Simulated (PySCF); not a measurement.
# C₆ coefficients of unlike pairs at PBE

Calculated with PySCF 2.14 from the dipole response of each species, C₆(A,B) = (3/π) ∫ α_A(iu) α_B(iu) du, in atomic units, from isotropic polarisabilities. For ions this is the dispersion term alone; charge-induced terms of lower order in 1/R come first.

```
species           configuration                                                                            basis     relativity  α (bohr³)  C₆ (like pair)
    Pt⁺      [Xe] 4f14 5d9 (2D)  x2c-TZVPPall with one added diffuse shell each of s, p, d, f type (12s8p8d4f1g)  spin-free X2C      17.11           129.8
      V       [Ar] 3d3 4s2 (4F)                                                          dyall-av2z (16s12p7d2f)           none      92.31           983.2
    As⁺  [Ar] 3d10 4s2 4p2 (3P)                                                         dyall-av3z (24s17p11d2f)  spin-free X2C      16.82           100.8
     Sn  [Kr] 4d10 5s2 5p2 (3P)                                                           dyall-av2z (22s16p12d)           none      61.11           671.8
```

(1) Estimate C₆ for Sn with Pt⁺.

No spin-orbit coupling is included.

The other pairs:

```csv
pair,C₆
"As⁺, V",279.3
"Sn, V",796.6
"As⁺, Pt⁺",112.3
"V, Pt⁺",296.8
"Sn, As⁺",247.9
```

Results:

(1) The integral gives 265.2. The combination rule 2 C_A C_B / (C_A α_B/α_A + C_B α_A/α_B) gives 267.6 and the geometric mean 295.3.
